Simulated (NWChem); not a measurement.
## Correlation energy of BF (+1)

```
B
F 1 1.2147
```
Charge +1, spin multiplicity 2.

Everything below was run with NWChem. Structure: optimised with UPBE0/def2-SVP, a minimum by its harmonic frequencies.

Basis set: cc-pVDZ. Each correlation energy counts from its own Hartree-Fock reference.

| method | correlation energy (mHa) |
|---|---|
| URI-MP2 | -225.8 |
| UMP2 | -225.8 |
| SCS-UMP2 | -216.2 |
| CCSD on UHF | -228.9 |
| CCSD[T] on UHF | -236.1 |
| CCSD(T) on UHF | -234.6 |
| CCSD on ROHF | -229.7 |
| CCSD[T] on ROHF | -237.0 |
| CCSD(T) on ROHF | -235.5 |
| CCSDT on ROHF | -235.9 |

The values span 20.8 mHa, from CCSD[T] on ROHF (lowest) to SCS-UMP2 (highest). 

The correlated methods keep 2 core orbitals frozen. This spin state was chosen for the runs; another may lie lower. The structure started from a generated list of species. The unpaired electrons of the parent sit in orbitals of symmetry a1 (C2v labels of the run); other states weren't searched. No SCF solution was tested for a lower state. Open-shell Hartree-Fock references start from PBE0 orbitals. Coupled-cluster values serve here as a point of comparison, not as the truth.
